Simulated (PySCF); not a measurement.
**Calculated NMR parameters of CC(C)OC1[SiH2]C[SiH2]1**

```
Formula                               : C5H14OSi2
SMILES                                : CC(C)OC1[SiH2]C[SiH2]1
InChI                                 : InChI=1S/C5H14OSi2/c1-4(2)6-5-7-3-8-5/h4-5H,3,7-8H2,1-2H3
Point group of the computed structure : C1
Degrees of unsaturation               : 1
Carbon signals                        : 4
Proton signals                        : 7
```

Structure with atom numbers: `[CH3:1][CH:2]([CH3:3])[O:4][CH:5]1[SiH2:6][CH2:7][SiH2:8]1`. Hydrogens are named by the atom that carries them. Ha(Si6), Ha(C7), Ha(Si8) are cis to O4 on the ring; Hb(Si6), Hb(C7), Hb(Si8) are trans to O4 on the ring.

- structure optimised with GFN2-xTB
- GIAO PBE0/pcSseg-1 shieldings
- code: PySCF 2.14
- non-relativistic, rapidly exchanging positions averaged, no solvent, single conformer

Referencing at the same level of theory: ¹H (σ = 31.72 ppm), ¹³C (σ = 186.93 ppm), ²⁹Si (σ = 349.16 ppm) against TMS; ¹⁷O (σ = 336.08 ppm) against H2O.

| carbon | δC, type | δH (multiplicity) | HMBC from (2–3 bonds) | span of the C tensor (ppm) |
| --- | --- | --- | --- | --- |
| C1/C3 | 23.4, CH3 | 1.09 (d) | H(C2), H(C1)/H(C3) | 44 |
| C2 | 78.6, CH | 2.85 (sept) | H(C5), H(C1)/H(C3) | 77 |
| C5 | 70.7, CH | 4.44 (m) | Hb(Si6)/Hb(Si8), Ha(Si6)/Ha(Si8), H(C2), Ha(C7), Hb(C7) | 108 |
| C7 | -11.1, CH2 | Ha(C7) 0.64 (m); Hb(C7) 0.42 (m) | Hb(Si6)/Hb(Si8), Ha(Si6)/Ha(Si8), H(C5) | 23 |

Other nuclei:
```json
{"atoms": "Hb(Si6)/Hb(Si8)", "nucleus": "¹H", "environment": "hydrogen on a silicon bonded to 2 C, in a 4-membered ring", "δ (ppm)": "5.00", "σ (ppm)": "26.72"}
{"atoms": "Ha(Si6)/Ha(Si8)", "nucleus": "¹H", "environment": "hydrogen on a silicon bonded to 2 C, in a 4-membered ring", "δ (ppm)": "4.87", "σ (ppm)": "26.85"}
{"atoms": "Si6/Si8", "nucleus": "²⁹Si", "environment": "silicon bonded to 2 C, 2 H, in a 4-membered ring", "δ (ppm)": "-29.2", "σ (ppm)": "378.3"}
{"atoms": "O4", "nucleus": "¹⁷O", "environment": "ether oxygen", "δ (ppm)": "59.5", "σ (ppm)": "276.6"}
```

1. Carbon types of the structure: 2 × CH, 1 × CH2, 2 × CH3, leaving 4 H on heteroatoms.
2. δC 78.6: sp3 CH bonded to O; pulled downfield by the heteroatom.
3. δC 70.7: sp3 CH bonded to O and 2 Si; pulled downfield by the heteroatom.
4. δC 23.4: methyl carbon; a saturated carbon with 1 carbon neighbour and no heteroatom attached.
5. δC -11.1: sp3 CH2 bonded to 2 Si; an electropositive neighbour leaves it electron-rich and shielded.
6. δH 2.85: hydrogen on an sp3 CH bonded to O; its carbon carries O, hence the downfield position.

Shifts are as computed. Against solution values, carbons near 30 ppm lie about +3 ppm off and those near 130 ppm about +5 ppm. Of 1211 compounds with measured shifts, 218 miss one by over three times the rms of a fit or turn the order of signals round; such compounds aren't used in these exercises. Experimental scales use liquid or dissolved standards, which lie at an offset from isolated H2O (liquid H2O: subtract about 36 ppm). Multiplicities follow the n + 1 count of equivalent neighbours, as no J values were calculated; m marks all less simple cases, F and P coupling included.
